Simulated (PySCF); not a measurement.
trans-(1R,2R)-1-chloro-2-fluorocyclopropane (C3H4ClF), SMILES F[C@@H]1C[C@H]1Cl.

The structure is a stationary point at PBE0-D3(BJ)/def2-SVP.

Level of theory: PBE0-D3(BJ)/def2-SVP (PySCF 2.14.0).

Frequencies are harmonic and unscaled.

Computed harmonic wavenumbers and intensities:
| mode | ν (cm⁻¹) | IR (km/mol) | Raman (Å⁴/amu) | depolarisation | moving atoms (share of kinetic energy) |
|---|---|---|---|---|---|
| 1 | 231 | 3.3 | 1.7 | 0.75 | C 40 %, F 31 %, Cl 20 %, H 9 % |
| 2 | 266 | 7.0 | 1.0 | 0.56 | C 51 %, H 20 %, Cl 17 %, F 11 % |
| 3 | 371 | 3.9 | 3.2 | 0.38 | F 35 %, Cl 28 %, C 23 %, H 14 % |
| 4 | 445 | 3.1 | 2.3 | 0.73 | H 40 %, C 37 %, F 19 % |
| 5 | 710 | 19.1 | 7.4 | 0.31 | C 41 %, H 40 %, Cl 19 % |
| 6 | 831 | 9.1 | 7.2 | 0.47 | H 55 %, C 30 %, F 14 % |
| 7 | 932 | 12.9 | 1.8 | 0.74 | C 56 %, H 37 % |
| 8 | 989 | 28.8 | 4.9 | 0.67 | C 58 %, H 41 % |
| 9 | 1004 | 14.4 | 4.6 | 0.71 | H 50 %, C 44 % |
| 10 | 1056 | 16.1 | 1.9 | 0.72 | H 62 %, C 37 % |
| 11 | 1086 | 1.2 | 3.0 | 0.72 | H 63 %, C 36 % |
| 12 | 1100 | 6.0 | 3.3 | 0.61 | H 64 %, C 34 % |
| 13 | 1206 | 79.1 | 2.8 | 0.11 | C 54 %, H 27 %, F 18 % |
| 14 | 1230 | 24.3 | 12.0 | 0.31 | H 72 %, C 26 % |
| 15 | 1278 | 6.4 | 5.4 | 0.39 | H 77 %, C 21 % |
| 16 | 1391 | 7.8 | 6.7 | 0.58 | H 81 %, C 18 % |
| 17 | 1492 | 49.4 | 5.2 | 0.26 | C 66 %, H 33 % |
| 18 | 3160 | 0.1 | 97.9 | 0.10 | H 95 % |
| 19 | 3196 | 4.5 | 86.7 | 0.22 | H 92 %, C 8 % |
| 20 | 3215 | 2.7 | 90.7 | 0.23 | H 92 %, C 8 % |
| 21 | 3267 | 0.3 | 56.2 | 0.74 | H 89 %, C 11 % |
